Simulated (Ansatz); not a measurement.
mer-VF3(H2O)3 (VO3F3H6), relaxed as a triplet with UKS r2SCAN-D4/def2-SVP in Ansatz, starting from the GFN2-xTB geometry. Force threshold 0.02 eV/Å.

Start:

Cartesian coordinates in Å:
```
V -0.320 -0.026 0.101
F -0.197 -0.392 -1.611
F 0.395 0.389 1.653
F -1.986 -0.506 0.461
O 1.851 0.785 -0.471
H 2.316 -0.021 -0.720
H 2.151 1.033 0.411
O -1.092 1.867 -0.698
H -2.041 1.670 -0.682
H -0.794 1.750 -1.613
O 0.211 -2.094 0.838
H -0.601 -2.530 0.543
H 0.106 -1.924 1.787
```

```json
{"step": "1", "energy (eV)": "-40062.1721", "largest force component (eV/Å)": "1.756", "SCF passes": "24"}
{"step": "2", "energy (eV)": "-40062.3828", "largest force component (eV/Å)": "0.836", "SCF passes": "31"}
{"step": "3", "energy (eV)": "-40062.4705", "largest force component (eV/Å)": "0.993", "SCF passes": "31"}
{"step": "4", "energy (eV)": "-40062.4935", "largest force component (eV/Å)": "0.276", "SCF passes": "30"}
{"step": "5", "energy (eV)": "-40062.5067", "largest force component (eV/Å)": "0.111", "SCF passes": "27"}
{"step": "6 (rejected)", "energy (eV)": "-40062.4929", "largest force component (eV/Å)": "0.390", "SCF passes": "29"}
{"step": "7", "energy (eV)": "-40062.5102", "largest force component (eV/Å)": "0.091", "SCF passes": "28"}
{"step": "8", "energy (eV)": "-40062.5125", "largest force component (eV/Å)": "0.047", "SCF passes": "26"}
{"step": "9", "energy (eV)": "-40062.5130", "largest force component (eV/Å)": "0.017", "SCF passes": "27"}
```

Force components are those of the run's own axes.

End:

```
atom   x (Å)   y (Å)   z (Å)
  V1  -0.303  -0.032   0.008
  F2  -0.106  -0.330  -1.779
  F3   0.330   0.332   1.729
  F4  -2.006  -0.513   0.319
  O5   1.758   0.682  -0.300
  H6   2.269   0.059  -0.836
  H7   2.084   0.635   0.614
  O8  -1.061   1.825  -0.694
  H9  -2.015   1.690  -0.563
 H10  -0.908   1.585  -1.629
 O11   0.234  -1.978   0.730
 H12  -0.648  -2.384   0.788
 H13   0.372  -1.571   1.613
```

By distances, no bond broke or formed. The bond that changes most is V1–O5, from 2.39 to 2.20 Å (atoms count from 1).

No frequencies were taken in this run, so the end may be a saddle point.

Hardware: 4 threads of Arm Neoverse V1 on a shared host. Wall time 52 s.
